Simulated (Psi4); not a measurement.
Pair of molecules, SMILES C#C with SMILES S, pulled apart as rigid monomers along the line of their centres of mass from the B3LYP-D3(BJ)/def2-TZVP minimum (SMILES order as in the coordinates).
Starting geometry (charge 0, multiplicity 1):
```xyz
7

C     -0.51234     0.75208     0.16927
C     -0.53788    -0.43811     0.04183
H     -0.48874     1.80894     0.28204
H     -0.55902    -1.49514    -0.06996
S      0.98364    -0.35009     3.69883
H     -0.27012    -0.36552     4.17865
H      0.56148    -0.15258     2.43781
```

The numbers are results of SAPT0/jun-cc-pV(D+d)Z run with Psi4 1.11, not measurements.

| C2···H7 (Å) | electrostatics (kJ/mol) | exchange (kJ/mol) | induction (kJ/mol) | dispersion (kJ/mol) | total |
|---|---|---|---|---|---|
| 2.39 | -19.3 | (withheld) | -7.2 | (withheld) | -1.7 |
| 2.65 | -11.2 | 15.3 | -3.4 | -5.7 | -5.0 |
| 3.04 | -5.7 | 4.5 | -1.1 | -2.9 | -5.2 |

Some entries are withheld; supply them.


- 2.39, exchange (kJ/mol): 34.1
- 2.39, dispersion (kJ/mol): -9.3
